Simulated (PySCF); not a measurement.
Continuum solvent and chemical shifts

Atom-mapped SMILES (the numbers label the heavy atoms): `[O:1]=[S:2](=[O:3])([O-:4])[c:5]1[cH:6][cH:7][cH:8][cH:9][cH:10]1` (H(Xn): hydrogen on atom n).

GIAO PBE0/pcSseg-1 in PySCF 2.14.0 with density-fitted response routines on one PBE0-D3(BJ)/def2-SVP conformer, non-relativistic, equivalent nuclei averaged. Solvents enter as an IEF-PCM continuum (cyclohexane with ε = 2.0, chloroform with ε = 4.7) around the gas-phase geometry. Shifts are referred to CS2, TMS computed in the same medium.

In cyclohexane, δ in ppm: S2 316.1, C5 163.7, C6/C10 132.0, C7/C9 131.4, C8 130.5, H(C6)/H(C10) 8.05, H(C7)/H(C9) 7.23, H(C8) 7.08. Dipole moment 9.23 D.

(1) How does each δ change in the more polar medium?

(2) Which nuclei move most (in ppm), and what does the model miss?

Answers

(1) 
| atoms | environment | Δδ, chloroform |
| --- | --- | --- |
| S2 | sulfonyl sulfur | +0.6 |
| C5 | aromatic carbon bearing sulfur | -1.8 |
| C6/C10 | aromatic CH | -0.4 |
| C7/C9 | aromatic CH | +1.8 |
| C8 | aromatic CH | +3.0 |
| H(C6)/H(C10) | hydrogen on an aromatic CH | -0.02 |
| H(C7)/H(C9) | hydrogen on an aromatic CH | +0.24 |
| H(C8) | hydrogen on an aromatic CH | +0.31 |

Changes are relative to cyclohexane. The dipole moment becomes 10.24 D in chloroform.

(2) C8 (aromatic CH, +3.0 ppm) in chloroform. A continuum only polarises the solute; specific hydrogen bonds, the anisotropy of aromatic solvents and changes of geometry or conformer are outside it, as are counter-ions.
